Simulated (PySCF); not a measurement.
Sn(Cl)2(I)2, Cl2I2Sn, SMILES [Cl][Sn]([Cl])([I])[I], PBE0/def2-SVP optimised geometry.

```
5

Cl    -1.59    -2.39     1.87
Sn    -0.83    -1.23     0.00
Cl    -1.61    -2.38    -1.87
I     -1.84     1.23     0.00
I      1.84    -1.23     0.00
```

Density from PBE0/def2-TZVP, def2 effective core potentials past Kr in PySCF at that geometry. The core electrons that the potentials of I, Sn replace are not part of the density.

Minimum of the electron density along straight lines between bonded atoms, close to the bond critical point (lines longer than 1.1 times the sum of covalent radii, or with two minima, are not listed):

| bond | length / Å | ρ at the minimum / e bohr⁻³ | ∇²ρ there / e bohr⁻⁵ | position (fraction from the first atom) |
|---|---|---|---|---|
| Cl1–Sn2 | 2.334 | 0.090 | 0.17 | 0.53 |
| Sn2–Cl3 | 2.334 | 0.090 | 0.17 | 0.47 |
| Sn2–I4 | 2.663 | 0.071 | 0.04 | 0.46 |
| Sn2–I5 | 2.663 | 0.071 | 0.04 | 0.46 |
